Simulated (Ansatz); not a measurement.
Abridged output of a molecular run in Ansatz:

```
Functional definition: HF
1513 factors; integrals over basis functions are off by at most 9.3e-4 eV
mean field evaluation 1: about -72185.0452 eV, gradient 3.7e1 eV
mean field evaluation 2: about -72185.3253 eV, gradient 3.7e1 eV
mean field evaluation 4: about -72188.3171 eV, gradient 3.9e0 eV
mean field evaluation 8: about -72188.3780 eV, gradient 2.4e-1 eV
mean field -72188.37840610 eV, -2652.8739753837 hartree, gradient 2.3e-6 eV, S^2 0.000000; 0 other end points of the search recorded, 0 dependent functions left out
13 core orbitals not correlated: weight in the atoms' cores, before any rotation towards them, 1.000 or more for the frozen orbitals, at most 0.000 for the correlated occupied ones
reference -72188.37840610 eV, -2652.8739753837 hartree; 21, 21 occupied and 208, 208 virtual orbitals, 1513 factors
second order -30.17769102 eV of doubles, -0.00000000 eV of singles
cycle   1  -30.01837076 eV  change    1.6e-1 eV  update   1.1e-1
cycle   2  -30.71496777 eV  change   -7.0e-1 eV  update   3.2e-2
cycle   3  -30.85575684 eV  change   -1.4e-1 eV  update   1.6e-2
cycle   4  -30.84027502 eV  change    1.5e-2 eV  update   3.9e-3
cycle   5  -30.83855191 eV  change    1.7e-3 eV  update   2.0e-3
cycle   6  -30.84003494 eV  change   -1.5e-3 eV  update   6.7e-4
cycle   7  -30.83961653 eV  change    4.2e-4 eV  update   2.9e-4
cycle   8  -30.83942474 eV  change    1.9e-4 eV  update   8.8e-5
cycle   9  -30.83945446 eV  change   -3.0e-5 eV  update   3.9e-5
perturbative correction -1.14910952 eV, -0.0422289961 hartree
Total energy: -72220.36697009 eV, -2654.0495334277 hartree
```

Its atoms:

Z-matrix (Å, degrees):
```
C
Se 1 1.965
O 1 1.392 2 114.0
H 1 1.095 2 104.8 3 -124.6
H 1 1.089 2 107.8 3 119.1
C 2 1.934 1 95.6 3 -63.4
H 3 0.962 1 108.5 2 -59.5
F 6 1.374 2 112.5 1 -78.2
H 6 1.091 2 107.3 1 161.9
H 6 1.091 2 108.3 1 41.9
```

Question: Which basis set was used?
A. def2-SVP
B. def2-TZVPP
C. def2-SVPD
D. def2-QZVPP

Answer: B. It gives 242 functions.

Question: Write the keys of the input that set method, charge and spin (a neutral closed shell needs none for the last two).

Answer: 
```yaml
correlation: {method: ccsd_t}
```
